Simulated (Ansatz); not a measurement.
Geometry optimisation, Ansatz, UKS PBE/def2-TZVP.

Input file:

```yaml
crystal:
  periodic: [false, false, false]
  atoms:
    - { symbol: In, position_ang: [-1.2986, -0.9519, 0.2816] }
    - { symbol: F, position_ang: [0.6258, -0.5333, -1.0236] }
    - { symbol: H, position_ang: [0.5387, 0.3266, -0.1839] }
    - { symbol: Cl, position_ang: [0.1341, 1.1586, 0.926] }
magnetization:
  spin_polarized: true
basis:
  gaussian: { orbitals: def2-TZVP }
hamiltonian:
  xc: pbe
relax:
  f_tol: 0.15
  max_steps: 25
  restrain:
    - { distance: [2, 1], at: 0.88, k: 30.0 }
    - { distance: [0, 1], at: 3.29, k: 30.0 }
    - { distance: [0, 2], at: 3.03, k: 30.0 }
```

Run as:

```bash
$ ansatz run input.yaml --threads 4 --pin off --max-ram 5120MiB --backend cpu --events-out ev --progress --plain --runs-dir out
```

Problem. Where does it end, and by what steps?

Solution. It converged. The restraints hold the end off the free minimum. After 8 steps the energy has fallen by 0.266 eV (the restraints' own energy left out); In1 moved furthest, 0.51 Å. Parted: In1–F2, H3–Cl4. Joined: F2–H3.

```
step  energy less start (eV)  largest force component (eV/Å)  accepted
   0                  0.0000                           1.484       yes
   1                  0.0197                           1.485       yes
   2                  0.1130                           1.079       yes
   3                 -0.0067                           2.082       yes
   4                 -0.2344                           0.583       yes
   5                 -0.2770                           0.646       yes
   6                 -0.2333                           1.494        no
   7                 -0.2699                           0.979       yes
   8                 -0.2665                           1.086       yes
```

```xyz
4
Properties=species:S:1:pos:R:3
In -1.664 -0.917 0.634
F 0.998 -0.383 -1.219
H 0.872 0.241 -0.547
Cl -0.206 1.059 1.132
```

Run time: 23 s on 4 threads of Arm Neoverse N1, with other jobs on the host, peak memory 0.23 GiB.
